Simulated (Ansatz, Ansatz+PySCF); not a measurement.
```xyz
3

C    -0.2750   -0.2649   -0.4512
F     0.2390   -0.8220    0.5951
F    -0.0557    0.9986   -0.2943
```

Basis set: def2-SVP (spherical functions). Correlated methods keep 3 orbitals frozen. Charge 0, multiplicity 3.

Computed with Ansatz (development build ahead of 0.2.0); each method stands on the lowest determinant of its kind that the runs found.

The atomization energy at this shape (free ground-state atoms in the same class of orbitals less the molecule, no zero-point energy) of triplet CF₂:

| method | atomization energy |
| --- | --- |
| UHF | 515.8 kJ/mol |

Question: What does UHF-MP2 give?

Answer: 823.2 kJ/mol. Caution: another spin multiplicity may lie lower.
